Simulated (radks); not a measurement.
Problem. These are the eigenvalues of the occupied orbitals of an atom or ion with whole-number occupations (eV). Method: scalar-relativistic Kohn-Sham, PBEsol, spin-polarised, spherical densities, finite nucleus; Fermi nuclear charge, rms radius of each element as measured or else 0.836 A^(1/3) + 0.57 fm; computed with a radial shooting solver on a logarithmic mesh with Libxc functionals.

| orbital | eigenvalue |
|---|---|
| 1s up | -11908.06 |
| 1s down | -11902.56 |
| 2s up | -1634.916 |
| 2s down | -1626.973 |
| 2p up | -1461.552 |
| 2p down | -1451.810 |
| 3s up | -292.5315 |
| 3s down | -291.7191 |
| 3p up | -236.1284 |
| 3p down | -235.2405 |
| 3d up | -141.4573 |
| 3d down | -140.6540 |

Which element is it, and in what charge state? The configuration may be excited. Open shells, if any, are filled with parallel spins first.

Solution. Z = 33, arsenic, charge +6: As6+ in [He] 2s2 2p5 3s2 3p6 3d10. The list shows which subshells hold electrons but not how many an open one holds; the 1s level, -437.61 hartree, gives Z - s = 29.6 by -(Z - s)^2/2, which with screening and relativity narrows Z to a few neighbours, and the depths of the outer levels then fix element, charge and occupations together.
